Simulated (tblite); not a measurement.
Compound: C3H7BO.
Geometry (GFN2-xTB, Å), atoms numbered from 1 in this order:
```
atom  x, y, z in Å
C1     2.593   -0.028    0.126
C2     1.384   -0.577    0.159
B3     0.047    0.228    0.103
O4    -1.082   -0.478    0.146
C5    -2.371    0.070    0.108
H6     2.721    1.041    0.056
H7     3.503   -0.608    0.166
H8     1.321   -1.658    0.229
H9     0.039    1.410    0.025
H10   -2.901   -0.339   -0.757
H11   -2.904   -0.221    1.017
H12   -2.348    1.161    0.036
```

Method: GFN2-xTB as coded in tblite; computed harmonic values from a numerical Hessian at the method's own geometry, unscaled. The method is semi-empirical: single wavenumbers can be off by several per cent or more. Modes of hydrogen on boron can be 10 to 20 % off. One conformer, not necessarily the lowest.

Harmonic wavenumbers (cm⁻¹): 78.5, 134.2, 171.9, 192.5, 387.2, 416.9, 511.8, 801.9, 896.4, 928.3, 988.7, 1044.0, 1065.4, 1095.1, 1133.2, 1157.5, 1271.1, 1332.7, 1413.7, 1420.4, 1471.8, 1475.5, 1665.6, 2498.9, 2943.3, 2955.6, 2968.6, 3035.7, 3072.8, 3099.6.

A = 31852, B = 2144, C = 2034 MHz; mass 70.059 u (most abundant isotopes); point group Cs, symmetry number 1.

Q: Zero-point energy?

A: ½Σν̃ = 20814 cm⁻¹ = 59.51 kcal/mol.

Q: Entropy at 298.15 K, 1 bar (ideal gas, RRHO, classical rotation)?

A: Translation 38.68, rotation 25.25, vibration 14.98: S = 78.9 cal/(mol K).

Q: And Cp and H(298.15 K) − H(0)?

A: Cp = 23.84 cal/(mol K), of which vibrations give 15.89 (their classical limit is 30 R = 59.6); H(298.15 K) − H(0) = 4.79 kcal/mol without the zero-point energy, 2.42 from vibrations.

Q: Which modes carry the vibrational entropy at 298.15 K?

A: 78.5 cm⁻¹: 3.93; 134.2 cm⁻¹: 2.88; 171.9 cm⁻¹: 2.41; 192.5 cm⁻¹: 2.20; 387.2 cm⁻¹: 1.01; 416.9 cm⁻¹: 0.90 cal/(mol K); the other 24 give 1.64 together.

Q: Blend soft modes into free rotors: weight 1/[1 + (100 cm⁻¹/ν̃)⁴] for the oscillator and the rest for a rotor with moment μB/(μ + B), μ = h/(8π²ν), B = 10⁻⁴⁴ kg m². What vibrational entropy results?

A: 14.30 cal/(mol K) in place of 14.98, which changes −T·S at 298.15 K by +0.20 kcal/mol.

Hindered rotation and anharmonicity are outside this model. Other conformers, if any are populated, would add a mixing term that is left out.

Run on an Arm Neoverse V2 with one thread, on a shared host. The figure is for the frequency step alone.
